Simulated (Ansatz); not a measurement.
Consider the ligand exchange at the In–F bond: `C=C[CH2][InH][F]` + HCl → `C=C[CH2][InH][Cl]` + H–F.

Gas-phase electronic energies from Ansatz, PBE0-D4/def2-TZVP geometries. CCSD(T)/CBS adds triple-zeta CCSD(T) − MP2 to the extrapolated MP2 energy (def2 sets, frozen cores). This one scheme is used for every species. Functionals use def2-TZVPP. B3LYP here is the variant with VWN-RPA as its local correlation; programs differ in this. HSE06 is defined as in plane-wave codes. Elements past krypton have def2 core potentials. For In outer-core shells are correlated without core-valence functions, which leaves a few kJ/mol of doubt a bond. Each species was taken in one conformer, which may not be the lowest.

```tsv
level	ΔE (kJ/mol)	difference from CCSD(T)/CBS
PBE-D4	-50.5	8.3
revPBE-D4	-50.2	8.6
r2SCANh-D4	-55.9	2.9
CAM-B3LYP-D4	-48.6	10.2
revPBE	-45.7	13.1
BLYP	-38.0	20.8
PBE0	-57.5	1.3
B3LYP	-47.1	11.7
r2SCANh	-54.9	3.9
r2SCAN0	-59.8	-1.0
HSE06	-58.2	0.6
HF/def2-SVP	-63.7	-4.9
CCSD/def2-SVP	-50.0	8.8
SCS-MP2/def2-QZVPP	-58.0	0.8
HF/CBS(def2)	-60.6	-1.8
CCSD/CBS(def2)	-59.2	-0.4
CCSD(T)/CBS	-58.8	0
```

Task: What do rigid-rotor, harmonic-oscillator terms from PBE0-D4/def2-TZVP frequencies (298.15 K, 1 bar) make of the CCSD(T)/CBS value? (Estimate.)

Result: Ansatz gave: ΔZPE = +5.5 kJ/mol, ΔH = -52.8 kJ/mol, ΔS = -6 J/(mol·K), ΔG = -51.0 kJ/mol. Modes under 50 cm⁻¹ make the entropy rough.

Largest T1 diagnostic among the species: 0.014.

From r2SCAN to r2SCAN0 (25 % exact exchange), in def2-TZVPP and without D4, ΔE moves by −8.5 kJ/mol. The D4 term adds −5.0 kJ/mol with B3LYP and −2.9 kJ/mol with PBE0; it sums over pairs of atoms, weighted by their polarisabilities, and B3LYP, whose exchange is more repulsive, gets the larger term.

CCSD(T)/CBS has its own doubt, a few kJ/mol and more with outer-core shells, so smaller differences from it don't rank the levels.
